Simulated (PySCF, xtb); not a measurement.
Pb(H)(OH) (H₂OPb), SMILES [OH][PbH] (connectivity only; charge and spin as stated), neutral, multiplicity 1.

GFN2-xTB (xtb) at its own geometry gives an orbital gap of 3.34 eV and a dipole moment of 3.54 D.

The structure is a stationary point at B3LYP-D3(BJ)/def2-TZVP. The def2 effective core potentials stand for the cores of Pb; spin–orbit coupling is left out.

Q: What does PySCF with B3LYP/def2-TZVPD give? (The exact figures need the calculation; the answer reports its results.)

A: gap 4.10 eV (levels -6.89 and -2.80 eV), dipole 2.12 D.
